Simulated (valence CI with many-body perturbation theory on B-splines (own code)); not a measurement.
Energy levels of Mg6+

Calculated by relativistic CI+MBPT: four valence electrons over a frozen Dirac-Fock core [He], radial functions for each j: 11 s, 11 p, 10 d, 8 f, 5 g, 2 h, with the one-electron correlation potential Σ1 (screened to all orders), the two-electron term Σ2, the three-electron term Σ3, Breit, model QED; selected single and double excitations, second order for the rest, scaled by the run's own slope (own B-spline code, finite nucleus).

Against 63 measured levels this calculation errs by 196 cm⁻¹ on average and by 708 at most. These come from a selection out of NIST levels in Kelleher and Podobedova, J. Phys. Chem. Ref. Data 37, 267 (2008). Levels without a partner in it may be off by more. Among the levels kept, up to 1300 cm⁻¹ of a level comes from second order outside the variational space, and about a tenth of that is noise between levels of different J, which matters for small intervals. 3 measured levels below the end of the list, from 1357170 cm⁻¹ on, found no clear computed partner, and computed levels of the same name lie up to 108233 cm⁻¹ from them.

Levels 181 to 192 of 192, with energies above the lowest level, 2s2.2p2 3P_0. "Leading %" is the weight of the configuration and term that name the level; weights of strongly mixed levels are sums over their largest components and can fall short.

| No. | Configuration | Term | J | E (cm⁻¹) | Leading % | Second component | g |
| --- | --- | --- | --- | --- | --- | --- | --- |
| 181 | 2s2.2p.4f | 3G | 3 | 1480800 | 90 |  | 0.758 |
| 182 | 2s2.2p.4f | 1G | 4 | 1482900 | 48 | 46 % 2s2.2p.4f 3G | 1.024 |
| 183 | 2s2.2p.4f | 3G | 5 | 1483000 | 93 |  | 1.200 |
| 184 | 2s.2p2.3d | 3D | 1 | 1490200 | 76 | 19 % 2s2.2p.4f 3D | 0.502 |
| 185 | 2s.2p2.3d | 3D | 2 | 1490600 | 76 | 19 % 2s2.2p.4f 3D | 1.166 |
| 186 | 2s.2p2.3d | 3D | 3 | 1491200 | 74 | 20 % 2s2.2p.4f 3D | 1.332 |
| 187 | 2s.2p2.3d | 1D | 2 | 1501000 | 48 | 22 % 2s.2p2.3d 3F | 0.896 |
| 188 | 2p3.3s | 3S° | 1 | 1502700 | 75 | 17 % 2s.2p2.3p 3S° | 2.001 |
| 189 | 2s.2p2.3d | 3F | 3 | 1503400 | 69 | 22 % 2s2.2p.4f 3F | 1.088 |
| 190 | 2s.2p2.3d | 3F | 2 | 1503800 | 46 | 25 % 2s.2p2.3d 1D | 0.778 |
| 191 | 2s.2p2.3d | 3F | 4 | 1504300 | 70 | 22 % 2s2.2p.4f 3F | 1.250 |
| 192 | 2s.2p2.3d | 1P | 1 | 1504400 | 95 |  | 0.997 |

Names give the largest LS component (configuration and term), which can be under half, so a name can repeat, a term be missing and a line seem to break the LS rules; names also repeat where a configuration has a term twice.
